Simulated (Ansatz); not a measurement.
Wavefunction ladder for BH$_{5}$O$_{2}$Sn (`O[BH][SnH2][OH]`)

```csv
atom,x (Å),y (Å),z (Å)
O1,1.597,-0.252,-0.958
B2,0.747,0.753,-0.674
Sn3,-1.026,0.185,0.616
O4,-0.885,-1.753,0.998
H5,2.345,0.004,-1.508
H6,0.953,1.860,-1.097
H7,-1.078,0.944,2.150
H8,-2.558,0.383,-0.124
H9,-0.095,-2.124,0.599
```

The species carries charge 0 and has multiplicity 1. Correlated methods include outer-core shells of Sn, which these sets cover unevenly. Sn: def2 effective core potential. The structure was optimised at the PBE0-D4/def2-TZVP level. It is one conformer, not always the lowest. Frozen core, restricted reference, Ansatz.

| basis | HF (Eh) | MP2 corr. | CCSD corr. | (T) | CCSD(T) total |
| --- | --- | --- | --- | --- | --- |
| def2-SVP | -390.54959 | -0.57559 | -0.61328 | -0.01511 | -391.17798 |
| def2-TZVPP | -390.78352 | -0.91709 | ? | ? | ? |
| def2-QZVPP | ? | ? | – | – | – |

Question: Fill in the withheld values. (An estimate is asked.)

Answer: Computed: def2-TZVPP CCSD corr.: -0.93474; def2-TZVPP (T): -0.03130; def2-TZVPP CCSD(T) total: -391.74956; def2-QZVPP HF (Eh): -390.79440; def2-QZVPP MP2 corr.: -1.17613.
